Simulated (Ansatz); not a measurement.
Computed with Ansatz on PBE0-D4/def2-TZVP structures; ΔE is electronic, products minus reactants. CCSD(T)/CBS adds triple-zeta CCSD(T) − MP2 to the extrapolated MP2 energy (def2 sets, frozen cores). This one scheme is used for every species. Functionals use def2-TZVPP. HSE06 is defined as in plane-wave codes. For Ge outer-core shells are correlated without core-valence functions, which leaves a few kJ/mol of doubt a bond. Scalar relativity is left out up to krypton. One conformer a species, not always the lowest.

Consider the cleavage of the Ge–Si bond: `[OH][Ge]([SiH3])([Cl])[Cl]` + HCl → `[OH][Ge]([Cl])([Cl])[Cl]` + SiH₄.

CCSD(T)/CBS gives -8.8 kcal/mol.

(1) Another level gave -8.4 kcal/mol. Which?
A. HF/def2-TZVPP
B. BHLYP-D4/def2-TZVPP
C. HSE06/def2-TZVPP
D. LDA (SPW92)/def2-TZVPP

Largest T1 diagnostic among the species: 0.011.

Results:

(1) C. HSE06 -8.4, HF/def2-TZVPP -13.9, BHLYP-D4 -10.2, LDA (SPW92) -6.6 kcal/mol.

From BLYP to BHLYP (50 % exact exchange), in def2-TZVPP and without D4, ΔE moves by −2.6 kcal/mol. In def2-TZVPP, CCSD(T) changes the Hartree–Fock value by +3.9 kcal/mol (the triples alone add +0.1 kcal/mol) and MP2 by +2.8 kcal/mol. Leaving LDA and LC-ωPBE aside and taking each functional with its dispersion term where it has one, the values, not all of them listed here, spread over 4.0 kcal/mol, from B97M-V to PBE-D4.

CCSD(T)/CBS has its own doubt, a few kJ/mol and more with outer-core shells, so smaller differences from it don't rank the levels.
